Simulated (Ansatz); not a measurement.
Ansatz (an electronic-structure program) input (HF/STO-3G):

Ansatz 0.2 input:
```yaml
crystal:
  periodic: [false, false, false]
  atoms:
    - {symbol: K, position_ang: [-0.00000000, -0.00000000, -0.74845923]}
    - {symbol: O, position_ang: [0.00000000, 0.00000000, 1.47370794]}
    - {symbol: H, position_ang: [0.00000000, 0.00000000, 2.43106183]}
basis:
  gaussian:
    orbitals: STO-3G
hamiltonian:
  xc: {name: HF}
relax: {f_tol: 0.003, max_steps: 120}
```

Problem. What final total energy does it give?

Solution. -667.39630 Eh.
